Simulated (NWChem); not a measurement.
System: C$_{2}$H$_{2}$Cl, doublet; SMILES [CH]=CCl

Input file for NWChem:

```
start job
memory heap 200 mb stack 700 mb global 900 mb
geometry units angstroms noautosym nocenter noautoz
  C     -0.270185     1.723922     0.000000
  C      0.503428     0.668803     0.000000
  Cl    -0.110954    -0.969424     0.000000
  H     -1.319842     2.007224     0.000000
  H      1.597104     0.712484     0.000000
end
basis spherical
  * library sto-3g
end
dft
  odft
  mult 2
  xc b3lyp
  iterations 150
end
cosmo
  do_cosmo_smd true
  solvent water
end
task dft energy
```

In the optimisation the excess spin sits in a' (Cs, its own frame). The geometry was optimised at PBE0/def2-SVP, spin-unrestricted. No stability test was run on the SCF state. Solvent: water.

Solvent water, SMD (1 M gas to 1 M solution), gas-phase geometry. Reactions with the solvent are ignored.

Task: Predict the main results of this run. (B3LYP/STO-3G, spin-unrestricted, SMD on the gas-phase geometry.) Quantities: basis functions; solvation free energy (kcal/mol); cavity-dispersion-structure term (kcal/mol); dipole in solution (D).

Result: The number of basis functions is 21 and the solvation free energy (kcal/mol) is 1.5. The cavity-dispersion-structure term (kcal/mol) is 3.6. The dipole in solution (D) comes out as 1.79.
